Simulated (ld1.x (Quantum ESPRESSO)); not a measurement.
**O, PAW: configuration errors across variants**

O (Z = 8), PAW, made with ld1.x (Quantum ESPRESSO) 7.5 (LDA (PZ), fully relativistic). Core [He], reference 2s2 2p4. Waves: 2s (bound): rcut 0.65, rcutus 0.70 bohr; 2s channel at 0.6 Ry: rcut 0.65, rcutus 0.70 bohr; 2p (bound): rcut 0.95, rcutus 1.25 bohr; 2p channel at -0.25 Ry: rcut 0.95, rcutus 1.25 bohr. Local part: all-electron potential smoothed inside 0.85 bohr (lloc = -1). Core correction: Bessel-smoothed model core inside 0.70 bohr. Augmentation charge: BESSEL, radius 0.65 bohr.

Open shells are filled in proportion to 2j + 1 (rel_dist='average').

All-electron excitation energies from the reference (eV): (1) 2s2 2p3 16.584; (2) 2s2 2p2 50.292; (3) 2s2 2p1 104.255; (4) 2s1 2p4 31.422; (5) 2s2 2p3.5 6.366; (6) 2s1 2p5 14.584; (7) 2s2 2p4.3 -2.174.

2 further variants failed, have other tests or another functional or relativity, and are left out.

Errors AE − PS in meV (a dash: test not solved or not reliable):

```csv
change,(1),(2),(3),(4),(5),(6),(7),bound ghosts
base,-0.9,-6.8,-17,+1.2,-0.1,-0.3,0.0,not determined
"waves 2p (bound): rcut 0.90, rcutus 0.96 bohr; 2p channel at -0.25 Ry: rcut 0.90, rcutus 0.96 bohr",-0.2,-1.8,-8.3,-1.2,-0.1,-0.8,0.0,not determined
local potential all-electron potential smoothed inside 1.10 bohr (lloc = -1),-1.1,-9.9,-29,+2.0,-0.2,+3.7,0.0,not determined
type RRKJ; waves now 2s (bound): rc 0.70 bohr; 2p (bound): rc 1.25 bohr; local potential the p channel; rho0 0.01,-1.8,+35,+270,-12,-1.0,+14,-0.4,none
```

Task: Give the same row for: augmentation PSQ, inside the norm-conserving radii.

Result: -0.2, -1.8, -7.6, -1.3, 0.0, -0.8, 0.0; bound ghosts: not determined.
